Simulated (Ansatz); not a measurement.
Reactions of `CN=CCN`.

Calculated with Ansatz (gas phase, PBE0-D4/def2-TZVP geometries, no zero-point term in ΔE). CCSD(T)/CBS adds triple-zeta CCSD(T) − MP2 to the extrapolated MP2 energy (def2 sets, frozen cores). This one scheme is used for every species. Double bonds are as drawn, so ΔE can hold a change between cis and trans. Triplets are unrestricted, without spin–orbit coupling. Each species was taken in one conformer, which may not be the lowest.

(1) Order these by ΔE at CCSD(T)/CBS, lowest first. (An estimate is asked.)
A. `C/N=C\CN` → `CCC(=N)N`
B. `C/N=C\CN` + `O[SiH](O)F` → `NCO[SiH](O)F` + `C=NC`
C. `C/N=C\CN` → `C=C(N)CN`
D. `C/N=C\CN` → `CNC(C)=N`
E. `C/N=C\CN` → `C/N=C/NC`
F. `C/N=C\CN` → `[CH2]` (triplet) + `N=CCN`
G. `C/N=C\CN` + `N[SiH](F)S` → `CS[SiH](N)F` + `N=CCN`
H. `C/N=C\CN` → `N[C@H]1C[C@@H]1N`

Largest T1 diagnostic: 0.012, for `C/N=C/NC`.

Answers

(1) A (-24.9 kcal/mol), D (-19.8 kcal/mol), C (-11.5 kcal/mol), E (-9.1 kcal/mol), G (-5.9 kcal/mol), H (+3.2 kcal/mol), B (+7.2 kcal/mol), F (+95.0 kcal/mol).
